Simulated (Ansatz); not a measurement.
H$_{2}$I$_{2}$O$_{2}$Ti (`[OH][Ti]([OH])([I])[I]`). Charge 0, multiplicity 1. I takes the def2 core potential.

Cartesian coordinates in Å:
```
O -0.588 -0.451 1.309
Ti 0.250 0.121 -0.121
O -0.777 -0.062 -1.543
I 0.865 2.596 0.216
I 2.414 -1.240 -0.411
H -0.501 -0.571 2.255
H -1.663 -0.393 -1.704
```

Q: List the harmonic frequencies (cm⁻¹, unscaled) at PBE0-D4/def2-TZVP in Ansatz. (Estimate.)

A: Computed: 61, 109, 128, 133, 171, 206, 252, 257, 297, 359, 417, 793, 829, 3915, 3934.

Q: Is this a minimum?

A: Yes, all 15 modes are real.

Q: Give the ideal-gas thermochemistry at 298.15 K and 1 bar (rigid rotor, harmonic oscillator; point group Cs, symmetry number 1).

A: Zero-point energy 70.9 kJ/mol; H(298) − E = 97.2 kJ/mol; entropy 419.5 J/(mol·K), of which translation 181.4, rotation 132.0, vibration 106.1; G(298) − E = -27.9 kJ/mol. Modes under 100 cm⁻¹ are hindered rotations or soft bends, so the harmonic entropy is rough.
